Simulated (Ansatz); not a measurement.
A run for Ansatz (a program for electronic structure): U-r2SCAN/cc-pV(T+d)Z on AlF2H (SMILES [F][AlH][F]), a point of a bond scan (R = 4.971 Å). Files ending in .json are basis or fitting sets from the Basis Set Exchange.

Ansatz 0.2 input:
```yaml
crystal:
  periodic: [false, false, false]
  atoms:
    - {symbol: Al, position_ang: [-0.29735585, -0.20000769, -0.23453486]}
    - {symbol: H, position_ang: [-3.74874737, -2.52148494, -2.95676692]}
    - {symbol: F, position_ang: [-0.21997505, 1.44163617, -0.18460638]}
    - {symbol: F, position_ang: [0.80236859, -1.04990625, 0.64396034]}
basis:
  gaussian:
    orbitals: cc-pV_T+d_Z.json
hamiltonian:
  xc: {name: r2SCAN}
magnetization: {spin_polarized: true, initial_magnetization: 0}
```

Output:

```
WARN ansatz: RAYON_NUM_THREADS=1 ignored (pool sized by the plan → 1); use --threads N
Functional definition: r2SCAN
integrals: 0.03 GiB planned
638 factors; their error is unknown
mean field: 0.33 GiB planned
mean field evaluation 1: about -12034.6273 eV, gradient 4.1e1 eV
mean field evaluation 2: about -12013.3962 eV, gradient 8.7e1 eV
mean field evaluation 4: about -12038.4125 eV, gradient 1.9e1 eV
mean field evaluation 8: about -12036.2407 eV, gradient 1.3e1 eV
mean field evaluation 16: about -12045.0824 eV, gradient 7.2e-4 eV
mean field evaluation 32: about -12017.4282 eV, gradient 9.7e1 eV
mean field -12046.76098360 eV, -442.7103005595 hartree, gradient 2.1e-5 eV, S^2 0.998877; 3 other end points of the search recorded, 0 dependent functions left out
reference -12046.76100506 eV, -442.7103013479 hartree; 16, 16 occupied and 97, 97 virtual orbitals, 638 factors
Total energy: -12046.76100506 eV, -442.7103013479 hartree
```

The run converged. Its determinant has ⟨S²⟩ = 1.00, a mixture of spin states.

Cost: about 12 core-seconds (a rough figure).
